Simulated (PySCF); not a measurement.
M(OH)₂ across group 6

Level: PBE0, basis family def2-SVP, scalar-relativistic core potentials from Rb on and no relativity for lighter atoms.

Each entry is the lowest minimum that a search over a few typed start shapes (and spin states, where more than one is plausible) found, or that minimum re-optimised at the stated level; isomers with ligand–ligand bonds, or fragments after loss of a ligand pair, can lie lower. Open shells are unrestricted; no spin–orbit coupling; PySCF with density fitting.

```
molecule  2S+1  point group  mean bond to the central atom (Å)  dipole (D)  distinct angles (°)  atomisation (kJ/mol)  polar-tensor charge of the central atom
 Cr(OH)₂     5           C2                              1.786        0.39              126/144                  1570                                     1.18
 Mo(OH)₂     5           C2                              1.902        0.33              123/140                  1634                                     0.98
  W(OH)₂     3          D∞h                              1.829        0.00              180/180                  1824                                     0.62
```

Spin–orbit coupling can matter for W(OH)₂.

Left out of the table are members whose search was unfinished or whose lowest solution was spin-contaminated, unstable, very soft or bonded differently.

Open d and f shells are single-determinant solutions and may miss the true ground state.
